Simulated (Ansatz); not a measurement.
Born–Oppenheimer molecular dynamics of F2H2O2Si (7 atoms, charge 0, multiplicity 1). It starts at the highest image of a converged band, a first-order saddle point between two minima.

The calculation used RKS PBE-D4/def2-SVP in Ansatz.

- ensemble: NVE (velocity Verlet)
- time step: 0.5 fs
- steps asked: 200
- starting velocities drawn for: 100 K
- seed: 8678

First frame:

```xyz
7
Properties=species:S:1:pos:R:3
Si -0.512 0.046 0.526
O 1.016 -0.252 -0.538
O -1.309 -0.839 -0.500
H 0.176 -0.740 -1.046
F -0.593 1.663 0.595
F -0.100 -0.401 2.020
H 1.323 0.521 -1.057
```

(1) How far do the bonds stretch over the last three quarters of this one trajectory? (Pairs bonded in most of those frames.)

Answers

(1) 
| bond | mean (Å) | spread (Å) | shortest | longest |
| --- | --- | --- | --- | --- |
| Si1–O2 | 1.966 | 0.012 | 1.95 | 1.98 |
| Si1–O3 | 1.548 | 0.006 | 1.54 | 1.56 |
| Si1–F5 | 1.631 | 0.021 | 1.60 | 1.67 |
| Si1–F6 | 1.618 | 0.016 | 1.59 | 1.64 |
| O2–H4 | 1.000 | 0.015 | 0.98 | 1.03 |
| O2–H7 | 0.982 | 0.008 | 0.97 | 0.99 |

Mean temperature of the second half: 129 K. The conserved energy stayed within 0.023 meV per atom of its start (net change 0.0056 meV per atom), so the integration is sound. A run of 0.1 ps of so small a system gives no equilibrium averages. The orbitals stay closed-shell, which can raise the energy where a bond breaks towards radicals; this wasn't checked here.

Time of the run: 76 s on 2 threads of AMD EPYC 9R45 96-Core Processor (Zen 5), on a shared host, peak memory 0.19 GiB.
